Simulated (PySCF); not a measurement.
## Partial charges of `ClC1[SiH2]C[SiH2]C[SiH2]1`

Species: C3H11ClSi3.
Numbering: `[Cl:1][CH:2]1[SiH2:3][CH2:4][SiH2:5][CH2:6][SiH2:7]1` (hydrogens: H8 on C2; H9, H10 on Si3; H11, H12 on C4; H13, H14 on Si5; H15, H16 on C6; H17, H18 on Si7)

Cartesian coordinates in Å at the GFN2-xTB level; atoms count from 1:
```xyz
18
C3H11ClSi3 angstrom
Cl     1.823   -0.818   -1.844
C      1.746    0.110   -0.302
Si     0.664    1.646   -0.640
C     -1.104    1.054   -0.974
Si    -1.827   -0.079    0.373
C     -0.665   -1.564    0.622
Si     1.126   -1.103    1.035
H      2.775    0.405   -0.102
H      0.730    2.499    0.555
H      1.219    2.363   -1.795
H     -1.119    0.523   -1.926
H     -1.751    1.920   -1.102
H     -3.159   -0.554   -0.039
H     -1.961    0.668    1.633
H     -0.668   -2.169   -0.284
H     -1.058   -2.201    1.412
H      2.001   -2.282    1.036
H      1.218   -0.413    2.329
```

Density: PBE0/pcSseg-1 (PySCF); schemes: Mulliken, IAO, Hirshfeld and ESP-fitted. One conformer (not necessarily the lowest) at the GFN2-xTB geometry, without solvent, vibrations or thermal averaging.

Question: Do the Mulliken, IAO, Hirshfeld and ESP-fitted schemes agree on where the charge is lowest?

Answer: All schemes pick atoms of one kind: Mulliken C4 and C6 (-0.848); IAO C4 and C6 (-0.831); Hirshfeld C4 and C6 (-0.250); ESP-fitted C6 (-0.616).

Question: Which atoms carry the highest charge in the Mulliken, IAO, Hirshfeld and ESP-fitted schemes?

Answer: The schemes don't all agree: Mulliken Si3 and Si7 (+0.696); IAO Si3 and Si7 (+0.767); Hirshfeld Si5 (+0.340); ESP-fitted Si5 (+0.632).

Question: At which atom do the 4 schemes differ most?

Answer: At C4 and C6: from -0.848 (Mulliken) to -0.250 e (Hirshfeld), 0.598 e apart.

Question: What partial charge does each atom carry?

Answer: In e:

```json
{"atom": "Cl1", "environment": "alkyl chlorine", "Mulliken": "-0.142", "IAO": "-0.108", "Hirshfeld": "-0.048", "ESP-fitted": "-0.099"}
{"atom": "C2", "environment": "sp3 C–Cl carbon", "Mulliken": "-0.768", "IAO": "-0.647", "Hirshfeld": "-0.171", "ESP-fitted": "-0.579"}
{"atom": "Si3", "environment": "SiH2 silicon", "Mulliken": "+0.696", "IAO": "+0.767", "Hirshfeld": "+0.324", "ESP-fitted": "+0.569"}
{"atom": "C4", "environment": "sp3 carbon bound to silicon", "Mulliken": "-0.848", "IAO": "-0.831", "Hirshfeld": "-0.250", "ESP-fitted": "-0.615"}
{"atom": "Si5", "environment": "SiH2 silicon", "Mulliken": "+0.646", "IAO": "+0.765", "Hirshfeld": "+0.340", "ESP-fitted": "+0.632"}
{"atom": "C6", "environment": "sp3 carbon bound to silicon", "Mulliken": "-0.848", "IAO": "-0.831", "Hirshfeld": "-0.250", "ESP-fitted": "-0.616"}
{"atom": "Si7", "environment": "SiH2 silicon", "Mulliken": "+0.696", "IAO": "+0.767", "Hirshfeld": "+0.324", "ESP-fitted": "+0.560"}
{"atom": "H8", "environment": "methine hydrogen", "Mulliken": "+0.204", "IAO": "+0.175", "Hirshfeld": "+0.043", "ESP-fitted": "+0.246"}
{"atom": "H9", "environment": "Si–H hydrogen", "Mulliken": "-0.059", "IAO": "-0.128", "Hirshfeld": "-0.079", "ESP-fitted": "-0.116"}
{"atom": "H10", "environment": "Si–H hydrogen", "Mulliken": "-0.052", "IAO": "-0.112", "Hirshfeld": "-0.078", "ESP-fitted": "-0.117"}
{"atom": "H11", "environment": "methylene hydrogen", "Mulliken": "+0.182", "IAO": "+0.170", "Hirshfeld": "+0.040", "ESP-fitted": "+0.174"}
{"atom": "H12", "environment": "methylene hydrogen", "Mulliken": "+0.174", "IAO": "+0.167", "Hirshfeld": "+0.044", "ESP-fitted": "+0.157"}
{"atom": "H13", "environment": "Si–H hydrogen", "Mulliken": "-0.070", "IAO": "-0.121", "Hirshfeld": "-0.082", "ESP-fitted": "-0.157"}
{"atom": "H14", "environment": "Si–H hydrogen", "Mulliken": "-0.059", "IAO": "-0.130", "Hirshfeld": "-0.082", "ESP-fitted": "-0.145"}
{"atom": "H15", "environment": "methylene hydrogen", "Mulliken": "+0.182", "IAO": "+0.170", "Hirshfeld": "+0.040", "ESP-fitted": "+0.173"}
{"atom": "H16", "environment": "methylene hydrogen", "Mulliken": "+0.174", "IAO": "+0.167", "Hirshfeld": "+0.044", "ESP-fitted": "+0.159"}
{"atom": "H17", "environment": "Si–H hydrogen", "Mulliken": "-0.052", "IAO": "-0.112", "Hirshfeld": "-0.078", "ESP-fitted": "-0.114"}
{"atom": "H18", "environment": "Si–H hydrogen", "Mulliken": "-0.059", "IAO": "-0.128", "Hirshfeld": "-0.079", "ESP-fitted": "-0.114"}
```

Mean size of the charges over all atoms: IAO 0.350 e, Mulliken 0.328 e, ESP-fitted 0.297 e, Hirshfeld 0.133 e. Each set sums to the total charge, 0, to within 0.001 e. The ESP scheme is a least-squares fit of atom-centred charges to the potential on four shells outside the van der Waals surface, with the total charge fixed.

Question: Sum the charges by element, for elements with more than one atom.

Answer: 
| element | atoms | Mulliken | IAO | Hirshfeld | ESP-fitted |
| --- | --- | --- | --- | --- | --- |
| C | 3 | -2.464 | -2.310 | -0.671 | -1.810 |
| Si | 3 | +2.038 | +2.300 | +0.988 | +1.762 |
| H | 11 | +0.568 | +0.118 | -0.269 | +0.147 |

Question: How many electrons does the Hirshfeld scheme count on Si3?

Answer: Z − q = 14 − (+0.324) = 13.676.

Question: How closely do the schemes follow one another over all atoms?

Answer: Correlation coefficient and root-mean-square difference: IAO with ESP-fitted 0.99, 0.107 e; Mulliken with IAO 0.99, 0.061 e; Mulliken with ESP-fitted 0.98, 0.109 e; IAO with Hirshfeld 0.97, 0.295 e; Hirshfeld with ESP-fitted 0.97, 0.205 e; Mulliken with Hirshfeld 0.94, 0.294 e.
